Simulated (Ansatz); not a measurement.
Computed with Ansatz on PBE0-D4/def2-TZVP structures; ΔE is electronic, products minus reactants. CCSD(T)/CBS adds triple-zeta CCSD(T) − MP2 to the extrapolated MP2 energy (def2 sets, frozen cores). This one scheme is used for every species. DFT in def2-TZVPP. B3LYP here is the variant with VWN-RPA as its local correlation; programs differ in this. Elements past krypton have def2 core potentials. For Sb outer-core shells are correlated without core-valence functions, which leaves a few kJ/mol of doubt a bond. Each species was taken in one conformer, which may not be the lowest.

`BC[CH2][SbH2]` + H₂ → `C[CH2][SbH2]` + BH₃  (hydrogenolysis of a C–B bond)

`BC[CH2][SbH2]`:

Z-matrix (Å, degrees):
```
C
C 1 1.544
B 1 1.550 2 96.3
H 1 1.091 2 109.6 3 -120.2
H 1 1.091 2 109.6 3 120.2
Sb 2 2.177 1 115.1 3 -179.7
H 2 1.094 1 112.1 3 -59.9
H 2 1.094 1 112.0 3 60.5
H 3 1.199 1 120.3 2 86.1
H 3 1.199 1 120.4 2 -85.9
H 6 1.711 2 93.4 1 -45.5
H 6 1.711 2 93.3 1 46.0
```

H₂:

Cartesian coordinates in Å:
```
H -0.167 0.157 -0.294
H 0.167 -0.157 0.294
```

`C[CH2][SbH2]`:

```xyz
10

C     0.647   -0.570   -0.716
C     0.043   -0.493    0.673
Sb   -1.204    1.242    1.047
H     1.261   -1.469   -0.832
H     1.282    0.295   -0.922
H    -0.127   -0.595   -1.486
H     0.816   -0.474    1.445
H    -0.588   -1.361    0.883
H    -2.044    1.094   -0.437
H    -0.085    2.332    0.344
```

BH₃:

Cartesian coordinates in Å:
```
B 0.000 0.000 0.000
H 0.164 -0.938 -0.720
H 0.548 1.034 -0.233
H -0.712 -0.097 0.953
```

| level | ΔE (kJ/mol) |
| --- | --- |
| PBE-D4 | -5.1 |
| revPBE-D4 | -3.1 |
| r2SCAN0-D4 | -14.1 |
| BHLYP-D4 | -26.1 |
| ωB97M-V | -16.9 |
| PBE | -9.9 |
| revPBE | -15.4 |
| B3LYP | -25.3 |

Problem. What does CCSD(T)/CBS give? (An estimate is asked.)

Solution. The calculation gave: -15.9 kJ/mol. The listed levels differ from it by 10.8, 12.8, 1.8, -10.2, -1.0, 6.0, 0.5, -9.4 kJ/mol.

Problem. What do rigid-rotor, harmonic-oscillator terms from PBE0-D4/def2-TZVP frequencies (298.15 K, 1 bar) make of the CCSD(T)/CBS value? (Best estimate.)

Solution. The calculation gave: ΔZPE = +14.2 kJ/mol, ΔH = -4.4 kJ/mol, ΔS = 20 J/(mol·K), ΔG = -10.5 kJ/mol.

Largest T1 diagnostic among the species: 0.013.

From BLYP to BHLYP (50 % exact exchange), in def2-TZVPP and without D4, ΔE moves by −10.5 kJ/mol. At CCSD(T), def2-SVP lies −7.9 kJ/mol from the extrapolated value and def2-TZVPP −2.4 kJ/mol.

CCSD(T)/CBS has its own doubt, a few kJ/mol and more with outer-core shells, so smaller differences from it don't rank the levels.
